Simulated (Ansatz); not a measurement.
**Question.** Predict a relaxed structure of the cluster Cd2Te⁺ (the lowest doublet isomer of a short search), charge 1, doublet, at PBE-D4/def2-TZVP (Ansatz).

**Answer.** 
```xyz
3

Cd    0.299    0.131   -2.412
Cd    0.563    0.166    2.362
Te   -0.863   -0.297    0.050
```
Point group C2v (tolerance 0.1 Å). This is one stationary point.

In the def2 sets Cd, Te take a core potential; there is no spin–orbit coupling. The relaxation made no stability test and no search for a lower SCF solution. Another isomer (doublet) lies 0.09 eV lower at PBE0-D4/def2-TZVP.
